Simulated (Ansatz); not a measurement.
Reaction (cleavage of the Si–Si bond): `CO[SiH](F)[SiH3]` + `[OH][Ge][Cl]` → `[SiH3][O][Ge][Cl]` + `CO[SiH2]F`

Program: Ansatz. Geometries: PBE0-D4/def2-TZVP. ΔE: electronic, gas phase. CBS: MP2 limit from def2 TZ/QZ plus the TZ coupled-cluster correction, frozen cores. DFT in def2-TZVPP. For Ge outer-core shells are correlated without core-valence functions, which leaves a few kJ/mol of doubt a bond. Scalar relativity is left out up to krypton. One conformer a species, not always the lowest.

| species | PBE energy (Eh) |
| --- | --- |
| `CO[SiH](F)[SiH3]` | -796.03218 |
| `[OH][Ge][Cl]` | -2612.57822 |
| `[SiH3][O][Ge][Cl]` | -2903.15514 |
| `CO[SiH2]F` | -505.48393 |

Question: Work out ΔE.

Answer: ΔE = (-2903.15514) + (-505.48393) − (-796.03218) − (-2612.57822) = -0.02867 Eh = -75.3 kJ/mol. CCSD(T)/CBS gives -106.2 kJ/mol.

Largest T1 diagnostic among the species: 0.014.

From r2SCAN to r2SCAN0 (25 % exact exchange), in def2-TZVPP and without D4, ΔE moves by −4.6 kJ/mol. In def2-TZVPP, CCSD(T) changes the Hartree–Fock value by +22.8 kJ/mol (the triples alone add +2.7 kJ/mol) and MP2 by +13.8 kJ/mol.
